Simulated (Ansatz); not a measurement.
Program: Ansatz. Geometries: PBE0-D4/def2-TZVP. ΔE: electronic, gas phase. CCSD(T)/CBS is the MP2 limit (def2-TZVPP, def2-QZVPP) plus CCSD(T) − MP2 in def2-TZVPP, frozen cores. DFT in def2-TZVPP. HSE06 is defined as in plane-wave codes. Elements past krypton have def2 core potentials. For In outer-core shells are correlated without core-valence functions, which leaves a few kJ/mol of doubt a bond. Each species was taken in one conformer, which may not be the lowest.

Reaction (redistribution): `CO[SiH](N)Cl` + `C#[C][InH][Cl]` → `C#C[SiH](Cl)OC` + `[NH2][InH][Cl]`

(1) Is it downhill or uphill in electronic energy at CCSD(T)/CBS, and by how much? (An estimate is asked.)

(2) What do these levels give: B97M-V, HSE06, HF/def2-SVP, MP2/def2-SVP, CCSD(T)/def2-SVP, MP2/CBS(def2)? (An estimate is asked.)

Largest T1 diagnostic among the species: 0.014.

## Answers

(1) Computed: Uphill: ΔE = +8.3 kcal/mol.

(2) The calculation gave: B97M-V 8.7, HSE06 8.9, HF/def2-SVP 12.3, MP2/def2-SVP 8.5, CCSD(T)/def2-SVP 8.8, MP2/CBS(def2) 7.8 kcal/mol.

From BLYP to BHLYP (50 % exact exchange), in def2-TZVPP and without D4, ΔE moves by +3.4 kcal/mol. In def2-TZVPP, CCSD(T) changes the Hartree–Fock value by −2.6 kcal/mol (the triples alone add −0.5 kcal/mol) and MP2 by −3.1 kcal/mol.
